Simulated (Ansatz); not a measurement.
C2H2AlF, SMILES `F[C]1=[CH][AlH]1`, relaxed with RKS PBE0-D4/def2-TZVP in the Gaussian-basis code of Ansatz from a PBE-D4/def2-SVP geometry. The force threshold is 0.005 eV/Å; the program also tests the step.

The species carries charge 0 and has multiplicity 1.

Start:

```xyz
6

F    -1.984   -0.522   -0.735
C    -0.759   -0.312   -0.239
C     0.004    0.831   -0.308
Al    0.895   -0.552    0.625
H    -0.223    1.806   -0.777
H     2.067   -1.252    1.434
```

| step | energy (eV) | largest force (eV/Å) | largest move (Å) |
| --- | --- | --- | --- |
| 1 | -11411.8219 | 0.616 | 0.000 |
| 2 | -11411.8477 | 0.267 | 0.021 |
| 3 | -11411.8523 | 0.033 | 0.011 |
| 4 | -11411.8524 | 0.014 | 0.001 |
| 5 | -11411.8524 | 0.005 | 0.003 |
| 6 (rejected) | -11411.8524 | 0.004 | 0.001 |
| 7 | -11411.8524 | 0.001 | 0.000 |

End:

```xyz
6

F    -1.960   -0.507   -0.729
C    -0.742   -0.308   -0.232
C     0.005    0.823   -0.304
Al    0.888   -0.540    0.617
H    -0.232    1.776   -0.770
H     2.041   -1.244    1.418
```

Hardware: 2 threads of an Arm Neoverse V1 on a shared host. Wall time 18 s, peak host memory 0.25 GiB.
